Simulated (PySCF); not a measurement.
## Ionisation energy of Ne⁺ by level of theory

Ne⁺ [He] 2s2 2p5 (2P) → Ne²⁺ [He] 2s2 2p4 (3P), as a difference of total energies. Computed with PySCF 2.14 in 6-31G* (3s2p1d, 14 functions), with no relativity, point nucleus. Correlated levels: valence: 1s2 frozen. The calculations carry no spin-orbit coupling.

| method | ionisation energy (eV) | error (eV) |
| --- | --- | --- |
| UHF | 39.478 | -1.485 |
| MN15 | 41.424 | +0.461 |
| B3LYP | 41.456 | +0.493 |
| MP2 (valence) | 40.557 | -0.406 |
| SCS-MP2 (valence) | 40.509 | -0.454 |
| CCSD (valence) | 40.520 | -0.443 |
| CCSD(T) (valence) | 40.538 | -0.425 |

Reference: 40.963 eV (measured; NIST Atomic Spectra Database, ionization energies).

Errors of the correlated levels include the incompleteness of this basis and the frozen core.
